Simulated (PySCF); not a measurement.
## Electronic absorption of C7H10

Compound: C₇H₁₀.
SMILES: `C=C(C)[C@@H]1[C@@H]2C[C@@H]21`

Method used: TDDFT PBE0/def2-SVPD, vertical, gas phase, core orbitals frozen in the response (PySCF 2.14.0, density-fitted response routines). One conformer (not necessarily the lowest) at the GFN2-xTB geometry, without solvent, vibrations or thermal averaging. Torsions of this conformer, `[CH2:1]=[C:2]([CH3:3])[C@@H:4]1[C@@H:5]2[CH2:6][C@H:7]12`: C1–C2–C4–C5 -32°.

Q: What does the calculation give for the low-lying excited states?

A: 

```tsv
state	E (eV)	E (hartree)	f	main configurations (H = HOMO, L = LUMO)
S1	6.29	0.2313	0.0065	H-1→L (97%)
S2	6.90	0.2534	0.083	H→L+1 (55%), H→L (38%)
S3	6.96	0.2559	0.096	H→L (40%), H→L+1 (35%), H-1→L+1 (11%)
S4	7.02	0.2580	0.036	H-1→L+1 (73%), H-1→L+2 (12%), H→L (9%)
S5	7.40	0.2720	0.033	H-1→L+2 (74%), H-1→L+3 (11%), H-1→L+1 (8%)
S6	7.47	0.2747	0.015	H→L+3 (70%), H→L+2 (23%)
```

Triplets, Tamm–Dancoff:

```json
{"state": "T1", "E (eV)": "4.36", "λ (nm)": "284.6", "main configurations (H = HOMO, L = LUMO)": "H→L (88%)"}
{"state": "T2", "E (eV)": "6.05", "λ (nm)": "204.9", "main configurations (H = HOMO, L = LUMO)": "H-1→L (95%)"}
```

The lowest singlet lies at 6.29 eV (197 nm, vacuum ultraviolet) and is weak; its leading configuration is HOMO-1→LUMO (97%). The most intense listed level is S3 at 6.96 eV (178 nm, f = 0.096), 0.67 eV above S1. Löwdin shares by element: HOMO carbon 80% or more (atoms not listed hold the other 19%); LUMO carbon 53% or more, hydrogen 13% or more (atoms not listed hold the other 33%). Weighted by f, the mean energy of these states is 7.02 eV. Orbital energies (eV): HOMO-3 -9.08, HOMO-2 -8.78, HOMO-1 -7.16, HOMO -7.09, LUMO 0.41, LUMO+1 0.94, LUMO+2 1.35. The oscillator strengths of these states sum to 0.270; summed over the whole spectrum of an exact calculation they would give the number of electrons, 52 (Thomas–Reiche–Kuhn). Singlets were solved by full linear response, triplets in the Tamm–Dancoff approximation.
